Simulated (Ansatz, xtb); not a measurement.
## ClFGaHOSi: where a starting geometry ends

The starting geometry of this gas-phase triplet was built from a drawn formula by distance geometry; its bonds are those of `[OH][Ga]([F])[Si]Cl`.

```xyz
6

Cl   -3.6584   -2.5391   -1.3448
F    -2.4678    2.3498    0.4038
Ga   -1.7925    0.6924   -0.3673
O    -0.4688    0.3318    0.9251
Si   -3.2036   -0.5184   -1.6524
H     0.3107   -0.0980    0.4243
```

Question: Where would you expect an optimisation with r2SCAN-D4/def2-SVP to take it?

Answer: It keeps its bonds, and is `[OH][Ga]([F])[Si]Cl`. Distances that change by over a tenth: F2–Ga3 (1.95 → 1.75 Å).

The energy falls by 0.99 eV over 12 steps:

```tsv
step	E − E(last) (eV)
1	0.985
2	0.346
3	0.157
5	0.019
6	0.006
7	0.005
8	0.002
10	0.001
11	0.000
12	0.000
```

Final geometry (Å):

```xyz
6

Cl   -2.9283   -2.4543   -1.4614
F    -2.3027    2.5436    0.1475
Ga   -1.9498    0.8494   -0.0982
O    -0.3941    0.3407    0.5960
Si   -3.5189   -0.4658   -1.2635
H    -0.1866   -0.5950    0.4683
```

From the same start GFN2-xTB ends elsewhere, differing in Cl1–Ga3 (2.60 against 3.71 Å here).

No frequencies were run, so the end isn't proven a minimum. Open shells are spin-unrestricted. The triplet needn't be the ground state. Run with Ansatz 0.2.0, 3.8 min on 1 thread of Arm Neoverse V1, with other jobs on the host.
